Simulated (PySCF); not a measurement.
Point-charge models of 2,5-diazaheptane (`CCNCCNC`) against its computed dipole.

Coordinates (GFN2-xTB, Å) and charges (e) from the PBE0/pcSseg-1 density (PySCF):

```csv
atom,x,y,z,Mulliken,IAO,Hirshfeld,ESP-fitted
C1,-2.838,-0.037,-1.047,-0.2748,-0.4202,-0.1195,-0.4850
C2,-1.818,-0.381,0.028,-0.1004,-0.1387,-0.0243,+0.2448
N3,-0.753,0.607,0.050,-0.5071,-0.4184,-0.1552,-0.6000
C4,0.184,0.454,1.151,-0.0741,-0.1699,-0.0353,-0.1300
C5,1.148,-0.718,0.886,-0.0683,-0.1511,-0.0325,-0.1023
N6,1.824,-0.663,-0.394,-0.4946,-0.4154,-0.1786,-0.5823
C7,2.865,0.342,-0.482,-0.1216,-0.3034,-0.0760,-0.3116
H8,-3.597,-0.813,-1.106,+0.1159,+0.1450,+0.0446,+0.1199
H9,-2.347,0.048,-2.013,+0.1165,+0.1466,+0.0401,+0.1234
H10,-3.327,0.910,-0.824,+0.1055,+0.1336,+0.0387,+0.1295
H11,-1.372,-1.354,-0.193,+0.1243,+0.1325,+0.0387,+0.0719
H12,-2.324,-0.461,1.009,+0.0927,+0.0996,+0.0236,+0.0076
H13,-1.170,1.533,0.090,+0.1751,+0.2369,+0.1058,+0.3285
H14,0.759,1.380,1.230,+0.1120,+0.1326,+0.0363,+0.1348
H15,-0.324,0.286,2.117,+0.0907,+0.1000,+0.0236,+0.0582
H16,0.590,-1.658,0.919,+0.1210,+0.1318,+0.0329,+0.0843
H17,1.902,-0.746,1.677,+0.1096,+0.1330,+0.0406,+0.1453
H18,1.122,-0.484,-1.108,+0.1801,+0.2417,+0.0924,+0.3687
H19,2.514,1.374,-0.351,+0.0826,+0.1015,+0.0234,+0.1020
H20,3.340,0.263,-1.459,+0.1122,+0.1458,+0.0424,+0.1399
H21,3.614,0.133,0.284,+0.1027,+0.1366,+0.0385,+0.1522
```

Problem. Form Σ q r in debye for every column and set it beside the full dipole.

Solution. The full density gives (-1.33, 1.23, 0.76) D, 1.96 D in size; dipole vectors point from the negative to the positive end.

```tsv
scheme	μx	μy	μz	size (D)	share of the full size (%)	angle to the full dipole (°)
Mulliken	-0.67	0.36	1.27	1.48	75	38
IAO	-0.80	0.67	0.81	1.32	67	15
Hirshfeld	-0.68	0.45	0.24	0.86	44	11
ESP-fitted	-1.29	1.23	0.79	1.95	99	1
```

Problem. Which set comes closest?

Solution. Length of the difference vector: ESP-fitted 0.05 D, IAO 0.77 D, Hirshfeld 1.13 D, Mulliken 1.21 D. Closest: ESP-fitted. 

Problem. What is left for the Hirshfeld atoms' own dipoles?

Solution. The shares of the density sum to the whole, so what Σ q r misses lies in dipoles about the nuclei. The atomic dipoles sum to (-1.33, 1.23, 0.76) − (-0.68, 0.45, 0.24) = (-0.65, 0.78, 0.52) D, 1.13 D in size.

Problem. With the origin at the mean of the coordinates, (0.000, 0.001, 0.022) Å, which are the largest single terms, by size, of the Mulliken dipole along the direction of the full one?

Solution. N6 +4.31, N3 -2.19, C1 -1.96, H13 +1.49, H20 -1.44 D; all 21 atoms together +1.17 D. The single terms depend on the origin, their sum doesn't.

Problem. Give the size of the full dipole in other units.

Solution. 1.96 D = 0.772 au = 0.409 e·Å = 6.55 × 10⁻³⁰ C·m.

Geometry: GFN2-xTB, one conformer, isolated molecule.

Shape of the structure used: `[CH3:1][CH2:2][NH:3][CH2:4][CH2:5][NH:6][CH3:7]`: C1–C2–N3–C4 173°, C2–N3–C4–C5 76°, N3–C4–C5–N6 52°, C4–C5–N6–C7 73°.
